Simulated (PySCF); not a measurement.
An excited-state job on Zr(NMe2)F3, `C[N](C)[Zr]([F])([F])[F]`.

Method: TDDFT wB97X-D/def2-SVPD, vertical, gas phase, core orbitals frozen in the response, def2 core potentials past Kr (PySCF 2.14.0, density-fitted response routines). Geometry: PBE0-D3(BJ)/def2-SVP. The command runs a driver script over a list of jobs; the input below is this job's line of settings and its coordinates in Å.

Command:
```bash
OMP_NUM_THREADS=1 python probes_run.py task.json out
```

Input:
```
{"job": {"kind": "uv", "xc": "wB97X-D", "basis": "def2-SVPD", "ip": true, "nstates": 10}, "charge": 0, "multiplicity": 1}
Zr     0.036818     0.048015    -1.833173
N     -0.007757     0.049138     0.171389
C      1.087577    -0.513632     0.926360
C     -1.120883     0.498695     0.972329
H      1.516643     0.221561     1.633316
H      1.905587    -0.832260     0.257595
H      0.772643    -1.399797     1.509587
H     -1.920945     0.910067     0.335717
H     -1.557674    -0.326982     1.566055
H     -0.819598     1.294986     1.679333
F      1.845155     0.385824    -2.358950
F     -1.249597     1.325975    -2.435243
F     -0.457350    -1.713681    -2.402113
```

Output:
```
coarse grid: 54424 points
cycle   1  E = -480.6816892220  dE = -6.033e+00  |g| = 1.138e+00  |ddm| = 6.206e+00
cycle   2  E = -480.7872725441  dE = -1.056e-01  |g| = 1.136e+00  |ddm| = 2.740e+00
cycle   3  E = -481.0098259166  dE = -2.226e-01  |g| = 2.049e-01  |ddm| = 9.375e-01
cycle   4  E = -481.0185280428  dE = -8.702e-03  |g| = 8.944e-02  |ddm| = 3.858e-01
cycle   5  E = -481.0202708359  dE = -1.743e-03  |g| = 2.212e-02  |ddm| = 1.147e-01
cycle   6  E = -481.0204176197  dE = -1.468e-04  |g| = 9.201e-03  |ddm| = 3.477e-02
cycle   7  E = -481.0204547423  dE = -3.712e-05  |g| = 4.140e-03  |ddm| = 1.724e-02
cycle   8  E = -481.0204628581  dE = -8.116e-06  |g| = 1.035e-03  |ddm| = 9.892e-03
final grid: 114856 points
cycle   9  E = -481.0242180912  dE = -7.138e-05  |g| = 2.192e-03  |ddm| = 8.001e-02
cycle  10  E = -481.0242187154  dE = -6.242e-07  |g| = 1.820e-03  |ddm| = 6.086e-03
cycle  11  E = -481.0242192220  dE = -5.066e-07  |g| = 5.958e-04  |ddm| = 1.448e-03
cycle  12  E = -481.0242192902  dE = -6.822e-08  |g| = 1.119e-04  |ddm| = 1.052e-03
cycle  13  E = -481.0242192944  dE = -4.170e-09  |g| = 2.965e-05  |ddm| = 2.482e-04
cycle  14  E = -481.0242192949  dE = -5.157e-10  |g| = 1.294e-05  |ddm| = 7.219e-05
converged SCF energy = -481.0242192949

Static polarisability (au): isotropic 70.575, principal 59.791 67.623 84.311

Singlet excitations
state   eV       nm        f      main configurations
  1   4.7165    262.9   0.00045   H->L 0.98
  2   5.7603    215.2   0.04644   H->L+1 0.60, H->L+2 0.24
  3   6.0136    206.2   0.03806   H->L+2 0.50, H->L+3 0.22, H->L+1 0.10
  4   6.1745    200.8   0.00834   H->L+5 0.40, H->L+6 0.36, H->L+4 0.13
  5   6.6179    187.3   0.09632   H->L+4 0.32, H->L+7 0.32, H->L+3 0.13
  6   6.7105    184.8   0.00781   H->L+8 0.34, H->L+3 0.28, H->L+1 0.12
  7   7.2257    171.6   0.00758   H-1->L 0.96
  8   7.6196    162.7   0.04358   H->L+8 0.45, H->L+9 0.14, H->L+3 0.14
  9   7.6496    162.1   0.00151   H-1->L+2 0.59, H-1->L+1 0.21
 10   7.6634    161.8   0.00065   H->L+6 0.48, H->L+5 0.22, H->L+4 0.10

Triplet excitations (Tamm-Dancoff, eV): 4.6094 4.8296 5.8358 6.0850
Vertical ionisation energy (delta-SCF) = 9.0561 eV
```

The SCF starts on a coarse grid where the log names one; the energy can jump when the final grid takes over, and dE then counts from the start density on the new grid. H and L stand for HOMO and LUMO; the number after each pair is its weight.

Question: Which computed singlet has the largest oscillator strength, and what do all of them sum to?

Answer: State 5 at 6.62 eV (187 nm), f = 0.096; the 10 states sum to 0.251.

Summary of the converged run: HOMO -8.97 eV, LUMO 0.82 eV; lowest singlet 4.72 eV; lowest triplet 4.61 eV (Tamm–Dancoff); mean polarisability 70.6 au.

Atoms past krypton carry effective core potentials; spin–orbit coupling is left out.

Time: 80 s (grids of density and orbitals included); peak memory 1.1 GiB. Hardware: an Arm Neoverse V1 with one thread, shared host with 64 logical CPUs at a one-minute load of 42.
Labels such as C1 count atoms from 1, the log's own numbers from 0.

The pairwise dispersion term of wB97X-D wasn't added to the energies; at a given geometry it leaves orbitals and properties as they are.
